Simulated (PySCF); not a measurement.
# (Cl2Al-mu-AsH2)3

Cartesian coordinates in Å; atom numbers follow the order of the lines, from 1:
```xyz
18

Al    0.012   -0.528    2.766
Cl   -0.475   -2.359    3.484
Cl    0.442    1.193    3.750
As   -1.621    0.136    0.976
Al   -1.539    1.630   -1.054
Cl   -0.717    3.311   -0.253
Cl   -3.227    1.358   -2.139
As    0.392    0.551   -2.269
Al    1.416   -1.522   -1.299
Cl   -0.431   -2.367   -0.907
Cl    2.987   -2.256   -2.333
As    1.921   -0.867    1.083
H    -2.469    1.065    1.807
H    -2.744   -0.850    0.908
H    -0.172   -0.058   -3.517
H     1.239    1.498   -3.073
H     3.346   -0.503    1.418
H     1.641    0.568    0.651
```

Method used: GIAO PBE/def2-SVP magnetisability, rotational g tensor and spin-rotation constants, non-relativistic, gas phase (PySCF 2.14.0). Geometry: GFN2-xTB.

The calculation is non-relativistic, which matters for the atoms heavier than Zn.

**Question.** How diamagnetic is it, and how anisotropic?

**Answer.** Isotropic -4100 × 10⁻³⁰ J/T², or -246.9 × 10⁻⁶ cm³/mol; principal values -4124, -4104, -4074 × 10⁻³⁰ J/T², anisotropy 44 × 10⁻³⁰ J/T² (root of half the summed squared differences of the principal values). The susceptibility is in cgs units.

**Question.** Split it along the inertial axes a, b, c into diamagnetic and paramagnetic parts about the centre of mass, with the quadrupole moment.

**Answer.** 
```tsv
axis	χ (10⁻⁶ cm³/mol)	diamagnetic (10⁻⁶ cm³/mol)	paramagnetic (10⁻⁶ cm³/mol)	summed x² of all electrons (Å²)	quadrupole Θ (D Å)
a	-245.6	-5578.2	5332.6	1096.5	+0.17
b	-247.1	-6198.4	5951.3	950.3	-2.16
c	-248.0	-8683.3	8435.2	364.6	+1.99
```
Anisotropies 2χaa − χbb − χcc = +3.9 and 2χbb − χaa − χcc = -0.5 × 10⁻⁶ cm³/mol. Θ is traceless in Buckingham's convention.

**Question.** And the rotational g tensor?

**Answer.** 
| axis | rotational constant (GHz) | g | nuclear part | electronic part |
| --- | --- | --- | --- | --- |
| a | 0.1967 | -0.0055 | 0.4872 | -0.4927 |
| b | 0.1753 | -0.0047 | 0.4854 | -0.4900 |
| c | 0.1230 | -0.0034 | 0.4839 | -0.4873 |

Asymmetric top; isotopes 27Al, 75As, 35Cl, 1H; no vibrational averaging.
